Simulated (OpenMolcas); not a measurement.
Tb2+ among 2 point charges of -2 e arranged as a linear pair (D∞h).

```yaml
Program: OpenMolcas
Method: CASSCF
Basis: ANO-RCC-VDZP [7s6p4d2f1g]
Scalar_Hamiltonian: DKH2, point nucleus
Active_space: 9 electrons in 7 orbitals (4f)
State_averaging: 2S+1 = 6 odd, 21 roots; 2S+1 = 4 odd, 126 roots kept (CI in the orbitals of an earlier block, 108 in the spin-orbit step); 2S+1 = 2 odd, 97 roots kept (CI in the orbitals of an earlier block, 40 in the spin-orbit step)
Spin-orbit_coupling: state interaction with AMFI integrals over the reference wave functions
```

All point charges move together. At R = 2.43 Å the width of the lowest J multiplet is 3202 cm-1, and at R = 2.86 Å it is 2075 cm-1.

Question: A third run gives 2452 cm-1. What distance was it run at?

Answer: With a power law R^-n the two known points give n = -ln(2075 / 3202) / ln(2.86 / 2.43) = 2.66. Then R = 2.43 × (3202 / 2452)^(1/2.66) = 2.686 Å. The run was at 2.69 Å, so the estimate is off by -0.004 Å.

High states are left out of the spin-orbit mixing, which shifts the levels that they would mix with. This is an electrostatic model: the charges have no orbitals. A group larger than the point group allows holds several states that coincide in this model. No measured value stands beside these numbers.
